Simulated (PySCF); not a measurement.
Identify the compound

The spectra below were simulated for a compound C₅H₅F₃Si.

$^{1}$H NMR (600 MHz, computed): δ 2.02 (s, 1H), 1.14 (m, 2H), 1.10 (m, 2H).

$^{13}$C{$^{1}$H} NMR (computed): δ 139.3, 108.0, 79.8, 2.1.

Calculated, not measured (PySCF 2.14): coordinates at the GFN2-xTB level, NMR shieldings at PBE0/pcSseg-1/GIAO. Relativity neglected, gas phase, averaged over atoms made equivalent by symmetry, fast rotation or ring inversion, single conformer.

Shifts are taken against calculated references (same method and geometry level): $^{1}$H and $^{13}$C vs TMS.

Which of these isomers gave the spectra?
A. C#C[Si]1(C(F)(F)F)CC1
B. CC1=CC(F)=C[Si]1(F)F
C. C#C/C(=C/[SiH3])C(F)(F)F
D. C#C/C(=C\[SiH3])C(F)(F)F
E. C#C/C=C(\C)[Si](F)(F)F

Results:

A. 

1. Rings plus π bonds: 3 (1 ring in the answer).
2. 4 carbon signals for 5 carbons: some carbons are equivalent by symmetry or fast rotation.
3. Carbon types of the structure: 2 × C, 1 × CH, 2 × CH2, which accounts for all hydrogens.
4. δC 139.3: CF3 carbon; 3 electronegative neighbours deshield it.
5. δC 108.0: terminal alkyne carbon.
6. δC 79.8: alkyne carbon; the triple bond shields along its axis, which puts it between sp3 and sp2 carbons.
7. δC 2.1: three-membered-ring carbon; carbons of three-membered rings are unusually shielded.
8. δH 1.14, 1.10: hydrogen on a three-membered-ring carbon; cyclopropane-type protons are shielded by the ring.

The others: C#C/C=C(\C)[Si](F)(F)F would give 5 carbon signals, not 4; C#C/C(=C\[SiH3])C(F)(F)F would give 5 carbon signals, not 4; C#C/C(=C/[SiH3])C(F)(F)F would give 5 carbon signals, not 4; CC1=CC(F)=C[Si]1(F)F would give 5 carbon signals, not 4.

Splittings by $^{19}$F in the carbon and heteronuclear signals aren't shown, as no couplings were computed. Shifts are as computed. Against solution values, carbons near 30 ppm lie about +3 ppm off and those near 130 ppm about +5 ppm. Of 1211 compounds with measured shifts, 218 miss one by over three times the rms of a fit or turn the order of signals round; such compounds aren't used in these exercises. No couplings were computed; multiplicities are counted from neighbouring protons, with m where these are inequivalent, close in shift, in a saturated or five-membered ring or joined by F or P, and br s for small geminal =CH2 splittings.
